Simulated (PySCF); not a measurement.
**Worked example: oscillator strength and radiative lifetime**

C2H4FNOSi, SMILES O=C=N[SiH2]CF.

Coordinates come from a B3LYP-D3(BJ)/def2-SVP optimisation. This is a generated structure with no PubChem entry under its InChIKey; it may be hypothetical. One conformer was computed; it need not be the lowest.

PySCF 2.14.0 with TDDFT-LC-ωPBE/def2-SVPD puts the first singlet state with f over 0.02 at 8.42 eV (vertical), with the transition dipole (0.265, -0.080, -0.189) in atomic units.

Find the oscillator strength, the wavelength and the radiative lifetime that this transition would have in vacuum if emission retraced absorption.


|μ|² = 0.1123 au, so |μ| = 0.85 D. ΔE = 8.42/27.211 = 0.3094 hartree. f = (2/3) ΔE |μ|² = 0.023 (the program prints 0.023).
λ = 1239.84/8.42 = 147 nm; ν = 67912 cm⁻¹.
Einstein's coefficient A = 0.6670 ν² f s⁻¹ (ν in cm⁻¹) = 7.1e7 s⁻¹, so τ = 1/A = 14 ns. This state is S6; the lower singlets have f = 0.000, 0.009, 0.004, 0.002, 0.001. The figure is the radiative limit of this one transition; relaxation, internal conversion, crossing to triplets and a medium change what is measured.
